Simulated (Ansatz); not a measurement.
Consider the formal exchange of groups at a B–C bond: `CCB1CC1` + `C[AsH]C` → `C[AsH]B1CC1` + propane.

Computed with Ansatz on PBE0-D4/def2-TZVP structures; ΔE is electronic, products minus reactants. CCSD(T)/CBS is the MP2 limit (def2-TZVPP, def2-QZVPP) plus CCSD(T) − MP2 in def2-TZVPP, frozen cores. For As outer-core shells are correlated without core-valence functions, which leaves a few kJ/mol of doubt a bond. Scalar relativity is left out up to krypton. Each species was taken in one conformer, which may not be the lowest.

`CCB1CC1`:

```xyz
14

C     1.109   -1.593   -0.194
C    -0.305   -1.236    0.302
B    -0.478    0.293    0.143
C    -0.278    1.704    0.692
C    -0.798    1.491   -0.748
H     1.878   -1.081    0.389
H     1.246   -1.318   -1.242
H     1.288   -2.667   -0.106
H    -1.038   -1.791   -0.292
H    -0.406   -1.553    1.344
H     0.723    2.112    0.807
H    -0.976    2.114    1.417
H    -0.135    1.762   -1.565
H    -1.831    1.764   -0.948
```

`C[AsH]C`:

Cartesian coordinates in Å:
```
C 1.021 -0.582 0.921
As -0.601 0.530 0.849
C -1.053 0.205 -1.039
H 0.722 -1.632 0.921
H 1.557 -0.378 1.848
H 1.679 -0.395 0.072
H 0.137 1.842 0.595
H -1.451 -0.807 -1.130
H -1.827 0.907 -1.349
H -0.184 0.311 -1.688
```

`C[AsH]B1CC1`:

Z-matrix (Å, degrees):
```
C
As 1 1.969
H 1 1.089 2 108.9
H 1 1.088 2 112.2 3 121.8
H 1 1.090 2 107.5 3 -117.9
B 2 1.963 1 102.8 3 -177.9
H 2 1.517 1 99.7 3 -76.7
C 6 1.530 2 149.5 1 159.1
C 6 1.532 2 148.5 1 -48.6
H 8 1.086 6 119.7 2 56.6
H 8 1.086 6 119.4 2 -89.6
H 9 1.086 6 119.7 2 -57.1
H 9 1.086 6 119.5 2 89.2
```

`CCC`:

Z-matrix (Å, degrees):
```
C
C 1 1.519
H 1 1.094 2 111.1
H 1 1.094 2 111.1 3 119.5
H 1 1.093 2 111.7 3 -120.3
C 2 1.519 1 112.7 3 -59.7
H 2 1.095 1 109.5 3 178.2
H 2 1.095 1 109.5 3 62.4
H 6 1.094 2 111.0 1 59.7
H 6 1.093 2 111.7 1 -180.0
H 6 1.094 2 111.1 1 -59.7
```

| species | MP2/CBS(def2) energy (Eh) |
| --- | --- |
| `CCB1CC1` | -182.29374 |
| `C[AsH]C` | -2315.26227 |
| `C[AsH]B1CC1` | -2378.64487 |
| `CCC` | -118.91814 |

Task: Work out ΔE.

Result: ΔE = (-2378.64487) + (-118.91814) − (-182.29374) − (-2315.26227) = -0.00700 Eh = -18.4 kJ/mol. CCSD(T)/CBS gives -18.7 kJ/mol.

Largest T1 diagnostic among the species: 0.012.

In def2-TZVPP, CCSD(T) changes the Hartree–Fock value by −4.2 kJ/mol (the triples alone add −1.2 kJ/mol) and MP2 by −3.9 kJ/mol.
